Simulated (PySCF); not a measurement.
# How methods differ on the excitation energy of Ge

Ge [Ar] 3d10 4s2 4p2 (3P) → Ge [Ar] 3d10 4s1 4p3 (5S), as a difference of total energies. Calculation: PySCF 2.14, in ANO-RCC-VTZP; scalar relativity by spin-free X2C-1e. Correlated levels: valence: [Ar] 3d10 frozen; valence and next inner shell: [Ne] frozen. The calculations carry no spin-orbit coupling.

Order these methods by the excitation energy they give, lowest first.
A. PBE
B. MP2 (valence)
C. UHF
D. BLYP

C (28095 cm⁻¹), B (34057 cm⁻¹), A (45883 cm⁻¹), D (50001 cm⁻¹).

Errors of the correlated levels include the incompleteness of this basis and the frozen core.

For comparison: 40958 cm⁻¹ (measured; NIST levels, between the centres of gravity of the two terms).
